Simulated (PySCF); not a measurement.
# Deuteron quadrupole couplings in `N#C[C@@H]1C[C@@H](F)/C1=C\F`

Species: C6H5F2N.
Cartesian coordinates in Å at the GFN2-xTB level; atoms count from 1:
```
atom  x, y, z in Å
N1    -1.5792   -2.3622   -1.2657
C2    -1.1502   -1.6213   -0.5091
C3    -0.6146   -0.6678    0.4261
C4    -1.2217    0.7562    0.3197
C5     0.1369    1.2956   -0.1605
F6     0.6767    2.2523    0.6595
C7     0.7192   -0.0856    0.0085
C8     1.9141   -0.6216   -0.1396
F9     2.9746    0.0914   -0.5264
H10   -0.6282   -1.1040    1.4282
H11   -2.0331    0.8568   -0.3965
H12   -1.5193    1.1731    1.2784
H13    0.1712    1.6989   -1.1777
H14    2.1528   -1.6624    0.0328
```

Level: B3LYP/pcJ-1 (PySCF, non-relativistic); Q(2H) = 0.00286 b; rigid geometry, the same for H and D, with no vibrational averaging.

**Question.** Rank these positions by the coupling χzz of a deuteron there, largest first.
A. H13 (methine hydrogen)
B. H14 (vinylic hydrogen)
C. H10 (methine hydrogen)
D. H11 (methylene hydrogen)

**Answer.** B (204 kHz), D (200 kHz), C (192 kHz), A (186 kHz).

**Question.** Give the electric field gradient Vzz (the principal value of largest size), its asymmetry and the 2H coupling at each hydrogen.

**Answer.** 
```tsv
atom	bonded to	bond length (Å)	Vzz (au)	η	χzz (kHz)
H10	C3	1.093	0.2862	0.04	192
H11	C4	1.087	0.2971	0.02	200
H12	C4	1.087	0.2988	0.02	201
H13	C5	1.095	0.2772	0.07	186
H14	C8	1.082	0.3032	0.11	204
```

Geometry: GFN2-xTB; no solvent, vibrations or thermal averaging. GFN2-xTB bond lengths can be off by several hundredths of an ångström, more for odd bonds, and the gradients follow them. The small basis limits the accuracy of the gradients.
